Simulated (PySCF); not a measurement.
How methods differ on the fine-structure interval of Au⁴⁸⁺

Au⁴⁸⁺ [Ar] 3d10 4s2 4p1 [4p1/2^1, M_J = 1/2] → Au⁴⁸⁺ [Ar] 3d10 4s2 4p1 [4p3/2^1, M_J = 3/2], as a difference of total energies. Computed with PySCF 2.14 in an uncontracted even-tempered set (16 s from 6.8 bohr⁻², ratio 2.8; 13 p from 8.9 bohr⁻², ratio 2.8; 8 d from 16 bohr⁻², ratio 2.8; 4 f from 37 bohr⁻², ratio 3), with the two-component X2C-1e Hamiltonian. Correlated levels: [Ne] frozen; the 72 highest virtual spinors dropped. "Screened" scales the spin-orbit matrix elements by Boettger's factors to mimic the two-electron term; Breit and QED terms are absent.

```tsv
method	fine-structure interval (cm⁻¹)
GHF (screened spin-orbit)	1116700
GMP2 (screened spin-orbit)	1113800
GHF (bare spin-orbit)	1149400
```
